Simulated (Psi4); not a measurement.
H12O6Ti, charge +3, doublet (typed; the unrestricted solution is spin-contaminated), at a GFN2-xTB geometry (such geometries of metal compounds can be far from the true shape), with bond 19-17 at 2.0 times its length; Psi4 with B3LYP/def2-SVP.

Psi4 was given this input:
```
memory 2 GB

molecule mol {
3 2
Ti    0.000000   -0.000000    0.000000
O    -0.627959    1.694347   -0.916779
H    -1.523785    2.085312   -0.970296
H    -0.072977    2.323388   -1.422996
O     1.556872    1.053938    0.755640
H     1.513752    1.939292    1.173063
H     2.507928    0.826376    0.799576
O     1.045118   -0.451525   -1.676151
H     1.965747   -0.768596   -1.776801
H     0.720005   -0.395730   -2.598724
O    -1.045118    0.451525    1.676151
H    -1.965747    0.768596    1.776801
H    -0.720005    0.395730    2.598724
O    -1.556872   -1.053938   -0.755640
H    -1.513752   -1.939292   -1.173063
H    -2.507928   -0.826376   -0.799576
O     0.627959   -1.694347    0.916779
H     0.072977   -2.323388    1.422996
H     2.419610   -2.476278    1.023813
}

set {
  basis def2-svp
  reference uks
  dft_radial_points 50
}

energy('b3lyp')
print_variables()
```

The log (banner, timings and long lists left out):

```
   => Loading Basis Set <=

    Name: DEF2-SVP
    Role: ORBITAL
    Keyword: BASIS

         ---------------------------------------------------------
                                   SCF
               by Justin Turney, Rob Parrish, Andy Simmonett
                          and Daniel G. A. Smith
                              UKS Reference
         ---------------------------------------------------------

  ==> Geometry <==

    Molecular point group: c1
    Full point group: C1

    Geometry (in Angstrom), charge = 3, multiplicity = 2:

       Center              X                  Y                   Z               Mass
    ------------   -----------------  -----------------  -----------------  -----------------
         TI          -0.005786982644     0.002525619911    -0.000345717021    47.947941980000
         O           -0.633745982644     1.696872619911    -0.917124717021    15.994914619570
         H           -1.529571982644     2.087837619911    -0.970641717021     1.007825032230
         H           -0.078763982644     2.325913619911    -1.423341717021     1.007825032230
         O            1.551085017356     1.056463619911     0.755294282979    15.994914619570
         H            1.507965017356     1.941817619911     1.172717282979     1.007825032230
         H            2.502141017356     0.828901619911     0.799230282979     1.007825032230
         O            1.039331017356    -0.448999380089    -1.676496717021    15.994914619570
         H            1.959960017356    -0.766070380089    -1.777146717021     1.007825032230
         H            0.714218017356    -0.393204380089    -2.599069717021     1.007825032230
         O           -1.050904982644     0.454050619911     1.675805282979    15.994914619570
         H           -1.971533982644     0.771121619911     1.776455282979     1.007825032230
         H           -0.725791982644     0.398255619911     2.598378282979     1.007825032230
         O           -1.562658982644    -1.051412380089    -0.755985717021    15.994914619570
         H           -1.519538982644    -1.936766380089    -1.173408717021     1.007825032230
         H           -2.513714982644    -0.823850380089    -0.799921717021     1.007825032230
         O            0.622172017356    -1.691821380089     0.916433282979    15.994914619570
         H            0.067190017356    -2.320862380089     1.422650282979     1.007825032230
[...]
      Ntotal   =   78.9998802589 ; deviation = -1.197e-04

   @Spin Contamination Metric:   1.413511690E-01
   @S^2 Expected:                7.500000000E-01
   @S^2 Observed:                8.913511690E-01
   @S   Expected:                5.000000000E-01
   @S   Observed:                5.000000000E-01

    Orbital Energies [Eh]
    ---------------------

    Alpha Occupied:

[...]
      40A     -0.731625

    Alpha Virtual:

[...]
    Beta Occupied:

[...]
    Beta Virtual:

[...]
     175A      3.420026

    Final Occupation by Irrep:
              A
    DOCC [    39 ]
    SOCC [     1 ]
    NA   [    40 ]
    NB   [    39 ]

  @DF-UKS Final Energy: -1306.51672142586381

   => Energetics <=

    Nuclear Repulsion Energy =            622.3331220316946428
    One-Electron Energy =               -2991.4602849814855290
    Two-Electron Energy =                1141.0391487980139118
    DFT Exchange-Correlation Energy =     -78.4287072740866620
    Empirical Dispersion Energy =           0.0000000000000000
    VV10 Nonlocal Energy =                  0.0000000000000000
    Total Energy =                      -1306.5167214258638069

  UHF NO Occupations:
  HONO-2 :   38  A 1.9991814
  HONO-1 :   39  A 1.9281685
  HONO-0 :   40  A 1.0000000
  LUNO+0 :   41  A 0.0718315
  LUNO+1 :   42  A 0.0008186
  LUNO+2 :   43  A 0.0002374
  LUNO+3 :   44  A 0.0000944

Computation Completed

Properties will be evaluated at   0.000000,   0.000000,   0.000000 [a0]

Properties computed using the SCF density matrix

 Multipole Moments:

 ------------------------------------------------------------------------------------
     Multipole            Electronic (a.u.)      Nuclear  (a.u.)        Total (a.u.)
 ------------------------------------------------------------------------------------

 L = 1.  Multiply by 2.5417464519 to convert [e a0] to [Debye]
 Dipole X            :         -0.1623713            0.7961273            0.6337560
 Dipole Y            :          0.1259843           -0.3474548           -0.2214705
 Dipole Z            :         -0.0438165            0.0475610            0.0037445
 Magnitude           :                                                    0.6713493

 ------------------------------------------------------------------------------------

  Variable Map:
  ----------------------------------------------------------------------------
[...]
  Array Variable Map:
  ----------------------------------------------------------------------------
[...]
[...]
```
